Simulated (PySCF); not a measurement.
**TDDFT excited states: C6H6NPS**

Species: C₆H₆NPS.
Atom-mapped SMILES: `[CH3:1][CH2:2][c:3]1[cH:4][p:5][c:6]([C:7]#[N:8])[s:9]1` (hydrogens: H10, H11, H12 on C1; H13, H14 on C2; H15 on C4)

Method: PySCF 2.14.0, density-fitted response routines, TDDFT CAM-B3LYP/def2-SVPD, vertical, gas phase, core orbitals frozen in the response. One conformer (not necessarily the lowest) at the GFN2-xTB geometry, without solvent, vibrations or thermal averaging. Torsions of this conformer, `[CH3:1][CH2:2][c:3]1[cH:4][p:5][c:6]([C:7]#[N:8])[s:9]1`: C1–C2–C3–C4 99°.

```tsv
state	λ (nm)	E (eV)	f	|μ| (D)	main configurations (H = HOMO, L = LUMO)
S1	285.2	4.35	0.175	3.26	H→L (92%)
S2	257.4	4.82	0.095	2.28	H-1→L (86%)
S3	252.4	4.91	0.0081	0.66	H-2→L (98%)
S4	225.1	5.51	0.0010	0.22	H→L+1 (72%), H→L+2 (11%)
S5	211.5	5.86	0.0008	0.20	H-3→L (86%)
S6	204.6	6.06	0.0013	0.24	H-1→L+1 (32%), H→L+4 (23%), H→L+3 (10%)
S7	198.6	6.24	0.191	2.84	H→L+2 (71%)
S8	197.9	6.26	0.015	0.78	H-1→L+1 (29%), H→L+4 (21%), H→L+3 (18%)
```

Triplets (Tamm–Dancoff): T1 2.55 eV, H→L (96%); T2 3.73 eV, H-1→L (96%); T3 4.13 eV, H-2→L (93%).

The lowest singlet lies at 4.35 eV (285 nm, ultraviolet) and is strong; its leading configuration is HOMO→LUMO (92%). The most intense listed level is S7 at 6.24 eV (199 nm, f = 0.191), 1.90 eV above S1. Löwdin shares by element: HOMO carbon 38% or more, phosphorus 21%, nitrogen 12% (atoms not listed hold the other 29%); LUMO phosphorus 30%, carbon 28% or more, sulfur 17% (atoms not listed hold the other 25%). Weighted by f, the mean energy of these states is 5.26 eV. The listed states span 1.92 eV, and the widest gap between neighbours is 0.60 eV (S3 to S4). Of the 8 states listed, 4 reach f = 0.01 and none stays under 0.0005. Singlets were solved by full linear response, triplets in the Tamm–Dancoff approximation.
